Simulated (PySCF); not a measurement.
Level of theory: B3LYP-D3(BJ)/def2-TZVP // BP86-D3(BJ)/def2-SVP run with PySCF. Isolated molecules, 0 K electronic values unless said otherwise. One relaxed conformer stands for a flexible species; it need not be the lowest. B3LYP has the VWN-RPA correlation part, as in Gaussian. 

Reference species: [Ti(F)4] (neutral, multiplicity 1).

- mean distance from the central atom to its bonded neighbours: 1.744 Å
- charge on the central atom (meta-Löwdin): 1.70 e
- charge on the central atom (Mulliken): 1.67 e
- coordination number: 4

After one change: the mean distance from the central atom to its bonded neighbours goes up by 0.065 Å; the charge on the central atom (meta-Löwdin) drops by 0.21 e; the charge on the central atom (Mulliken) decreases by 0.18 e; the coordination number is nearly the same.

Q: What was changed between the two runs? The new species is one of these.
A. [Ti(OH)4]
B. [Ti(F)2(OH)2]
C. [Ti(F)3(OH)]

A: A, [Ti(OH)4]
